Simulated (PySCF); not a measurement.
**Working out the excitation energy of S²⁺**

S²⁺ [Ne] 3s2 3p2 (3P) → S²⁺ [Ne] 3s1 3p3 (5S). All numbers are calculated (PySCF 2.14, no relativity, point nucleus, in aug-cc-pwCVDZ (6s5p3d, 36 functions)). Frozen: 1s2. Energies in hartree (1 hartree = 27.21139 eV):

```json
{"part": "UHF", "S²⁺ (lower)": "-396.325106", "S²⁺ (upper)": "-396.131147"}
{"part": "CCSD correlation", "S²⁺ (lower)": "-0.223241", "S²⁺ (upper)": "-0.166827"}
{"part": "(T)", "S²⁺ (lower)": "-0.002265", "S²⁺ (upper)": "-0.000764"}
```

**Question.** What does Hartree-Fock give?

**Answer.** (-396.131147) − (-396.325106) = 0.193959 hartree = 5.278 eV.

**Question.** What do CCSD and CCSD(T) give?

**Answer.** The CCSD correlation energies differ by 0.056414 hartree = 1.535 eV and the triples by 0.001501 hartree = 0.041 eV, so CCSD gives 6.813 eV and CCSD(T) 6.854 eV.

A double-zeta basis recovers only part of the correlation energy.
